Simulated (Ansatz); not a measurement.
Program: Ansatz 0.2.0.

A structure relaxed at PBE0-D4/def2-TZVP, charge 0, multiplicity 1:

| atom | x (Å) | y (Å) | z (Å) |
| --- | --- | --- | --- |
| Cl1 | -1.134 | 0.509 | 1.866 |
| Ti2 | -0.042 | 0.019 | 0.069 |
| I3 | 2.230 | -0.912 | 0.673 |
| I4 | -1.316 | -1.710 | -1.265 |
| I5 | 0.262 | 2.094 | -1.342 |

Problem. Give its formula and SMILES.

Solution. ClI3Ti, `[Cl][Ti]([I])([I])[I]`.

Problem. Point group (tolerance 0.08 Å, 0.16 Å for H)?

Solution. C3v.

Problem. Summarise the bond lengths by kind.

Solution. 1 × Cl–Ti 2.160 Å; 3 × I–Ti 2.528 Å.
